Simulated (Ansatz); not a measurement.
def2 core potentials replace the inner electrons of Sn.

Species: C₄H₁₂O₃Sn, SMILES `C[O][Sn]([CH3])([O]C)[O]C` (charge 0, multiplicity 1).

Q: Give a relaxed geometry from PBE0-D3(BJ)/def2-SVP (Ansatz, a first-principles code).

A: One answer among several that fit: the end point of this relaxation, one of several conformers (outside a Z-matrix the atoms follow the SMILES, hydrogens last).
Z-matrix (Å, degrees):
```
Sn
O 1 1.9716
C 2 1.4028 1 121.87
H 3 1.1035 2 108.58 1 -158.06
H 3 1.1052 4 107.81 2 -122.76
H 3 1.1074 4 107.38 5 -115.83
O 1 1.9822 2 111.09 3 -77.83
C 7 1.3995 1 121.30 2 45.85
H 8 1.1035 7 108.72 1 173.44
H 8 1.1072 9 107.32 7 -122.10
H 8 1.1079 9 107.26 10 -115.23
O 1 1.9849 2 102.21 3 34.09
C 12 1.3992 1 121.34 2 -160.19
H 13 1.1035 12 108.74 1 165.99
H 13 1.1070 14 107.45 12 122.94
H 13 1.1084 14 107.11 15 115.03
C 1 2.1185 2 111.05 3 160.86
H 17 1.0977 1 108.65 2 124.55
H 17 1.0977 18 110.26 1 -120.05
H 17 1.0979 18 110.21 19 -121.52
```
